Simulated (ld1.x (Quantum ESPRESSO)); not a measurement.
## How hard is this magnesium (Mg) RRKJ potential?

```
Element                 : magnesium (Mg)
Generator               : ld1.x (Quantum ESPRESSO) 7.5
Type                    : norm-conserving RRKJ (Kleinman–Bylander form)
Functional              : PBE
Relativity              : scalar-relativistic
Frozen core             : [Ne]
Valence charge          : 2
Reference configuration : 3s1.5 3p0.5
Partial waves           : 3p (bound): rc 3.55 bohr; 3s (bound): rc 2.45 bohr
Local potential         : the s channel
Core correction         : Bessel-smoothed model core inside 1.15 bohr
```

The pseudo-atom Hamiltonian at the reference potential is diagonalised in spherical Bessel functions j_l(qr) that vanish at 20 bohr, with q² up to the cutoff. All-electron valence levels (Ry): 3p -0.1270, 3s -0.3838.

**Question.** How do the lowest levels (Ry) of each channel move with the cutoff, and are there ghosts?

**Answer.**

```
cutoff (Ry)     p #1    p #2     s #1    d #1    f #1    f #2  Σ f·Δε (mRy)
          8  -0.1268  0.0262  -0.3827  0.0356  0.0928  0.2146           1.7
         10  -0.1269  0.0262  -0.3828  0.0356  0.0928  0.2146           1.5
         12  -0.1269  0.0262  -0.3829  0.0356  0.0928  0.2146           1.4
         15  -0.1270  0.0262  -0.3831  0.0356  0.0928  0.2146           1.0
         18  -0.1270  0.0262  -0.3835  0.0356  0.0928  0.2146           0.3
         21  -0.1270  0.0262  -0.3837  0.0356  0.0928  0.2146           0.1
        400  -0.1270  0.0262  -0.3838  0.0356  0.0928  0.2146           0.0
```

Result: no extra level below or beside the all-electron valence levels (p, s, d, f tested); 10 mRy is reached at 6 Ry and 1 mRy at 15 Ry.
